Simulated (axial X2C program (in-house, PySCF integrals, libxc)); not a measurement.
**Density and ELF of MoSi**

All values were computed with an in-house all-electron X2C program for linear molecules (integrals from PySCF). Spin-free means the one-electron spin-free X2C Hamiltonian. Basis: Mo dyall-cv3z [11s12p9d5f3g], Si dyall-v3z [8s7p2d1f] (cores contracted in-house); Gaussian nuclei, density fitting, unrestricted open shells. Masses: Mo 97.905 u, Si 27.977 u.

PBE0, spin-free, state M_S = 2, Λ = 1 (beyond evenly filled blocks: σα, π+α, π+β, π-α, δ+α, δ-α); Mo at z = 0, Si at z = 2.374 Å.

The maps cover the half plane through the axis: z from -2.4 to 4.2 Å along the bond, ρ from 0.15 to 2.25 Å away from it.

log10 of the density in e/bohr³:

```
 ρ\z  -2.4  -1.8  -1.2  -0.6   0.0   0.6   1.2   1.8   2.4   3.0   3.6   4.2
0.15  -3.1  -2.3  -1.5  -0.2   1.7  -0.2  -1.0  -0.8   1.1  -1.0  -1.5  -2.2
0.45  -3.1  -2.4  -1.6  -0.5   0.1  -0.5  -1.1  -1.1  -0.3  -1.1  -1.6  -2.3
0.75  -3.2  -2.5  -1.8  -1.0  -0.5  -1.0  -1.3  -1.3  -1.2  -1.3  -1.8  -2.4
1.05  -3.3  -2.7  -2.1  -1.5  -1.1  -1.4  -1.6  -1.5  -1.5  -1.6  -2.0  -2.6
1.35  -3.5  -2.9  -2.3  -1.9  -1.7  -1.8  -1.9  -1.8  -1.8  -1.9  -2.3  -2.8
1.65  -3.6  -3.1  -2.6  -2.2  -2.1  -2.1  -2.2  -2.2  -2.2  -2.3  -2.6  -3.1
1.95  -3.8  -3.3  -2.9  -2.6  -2.4  -2.5  -2.5  -2.5  -2.6  -2.7  -3.0  -3.4
2.25  -4.1  -3.6  -3.2  -2.9  -2.8  -2.8  -2.9  -2.9  -2.9  -3.1  -3.3  -3.7
```

Electron localisation function (collinear form, no current term, damped to 0 at low density):

```
 ρ\z  -2.4  -1.8  -1.2  -0.6   0.0   0.6   1.2   1.8   2.4   3.0   3.6   4.2
0.15  0.13  0.18  0.29  0.79  0.54  0.74  0.59  0.07  0.53  0.09  0.98  0.94
0.45  0.12  0.18  0.23  0.71  0.33  0.64  0.59  0.17  0.51  0.33  0.97  0.93
0.75  0.11  0.19  0.20  0.47  0.74  0.40  0.60  0.63  0.14  0.86  0.96  0.90
1.05  0.09  0.20  0.22  0.33  0.48  0.29  0.59  0.70  0.67  0.91  0.93  0.82
1.35  0.06  0.19  0.26  0.32  0.37  0.32  0.55  0.59  0.65  0.82  0.84  0.65
1.65  0.03  0.16  0.28  0.34  0.35  0.35  0.46  0.42  0.47  0.64  0.65  0.38
1.95  0.01  0.11  0.25  0.33  0.35  0.34  0.33  0.25  0.27  0.38  0.36  0.12
2.25  0.00  0.05  0.17  0.26  0.30  0.26  0.18  0.12  0.12  0.16  0.12  0.02
```

Axial spin density in 10⁻³ e/bohr³:

```
 ρ\z  -2.4  -1.8  -1.2   -0.6    0.0    0.6  1.2   1.8    2.4   3.0   3.6   4.2
0.15   0.4   1.9  12.0  106.4  478.6  108.1  3.9  -7.4  -43.9  -5.6  -4.5  -1.2
0.45   0.4   1.8  10.8   82.4  110.9   82.8  5.3  -8.3   -0.7  -6.8  -3.9  -1.1
0.75   0.4   1.6   8.6   48.2  106.7   48.8  5.6  -6.5   -6.5  -6.3  -2.9  -0.8
1.05   0.3   1.3   6.0   24.4   46.0   24.6  4.2  -3.9   -5.7  -4.4  -1.9  -0.6
1.35   0.2   1.0   3.8   11.7   18.8   11.6  2.6  -2.0   -3.4  -2.6  -1.2  -0.4
1.65   0.2   0.6   2.2    5.5    7.9    5.3  1.4  -0.9   -1.7  -1.3  -0.7  -0.2
1.95   0.1   0.4   1.2    2.6    3.4    2.4  0.7  -0.4   -0.8  -0.7  -0.3  -0.1
2.25   0.1   0.2   0.6    1.2    1.5    1.1  0.3  -0.2   -0.4  -0.3  -0.2  -0.1
```

The state is a single determinant with fixed occupations, the lowest that a limited PBE0 search found. PBE0 can misorder states that lie within some tenths of an eV, so this need not be the ground state of the molecule. The nearest other spin-free determinant of the search, M_S = 2, Λ = 0, lies 0.08 eV up at the distance of the search. The functionals have no current-density term, which raises determinants with orbital currents, atoms included. The determinant is spin-polarised beyond a pure state at some levels (its spin-free form has ⟨S²⟩ too high), which makes Re and μ there less reliable.
